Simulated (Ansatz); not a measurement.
Spectroscopic constants of LiB, multiplicity 3 (lowest of 2S+1 = 1, 3 at CCSD(T)/def2-TZVPP on PBE0 minima; our sources give no spin for the ground state, which may be another).

D_e counts from the fitted minimum to each atom's lowest state at the same level, without counterpoise.

Correlated levels freeze the inner cores; with def2 sets outer-core shells near the valence are correlated too.

Run with Ansatz (Gaussian basis) for Hartree–Fock, density functionals and correlated methods. Each number belongs to the level named beside it.

Task: What bond energy D_e does CCSD(T)/def2-TZVPP give?

Result: 26.4 kcal/mol

Task: Give the bond energy D_e at the level CCSD(T)/def2-QZVPP.

Result: 28.2 kcal/mol

Task: Predict the bond energy D_e from B3LYP/def2-TZVPP.

Result: 28.9 kcal/mol

Ansatz is a first-principles code.
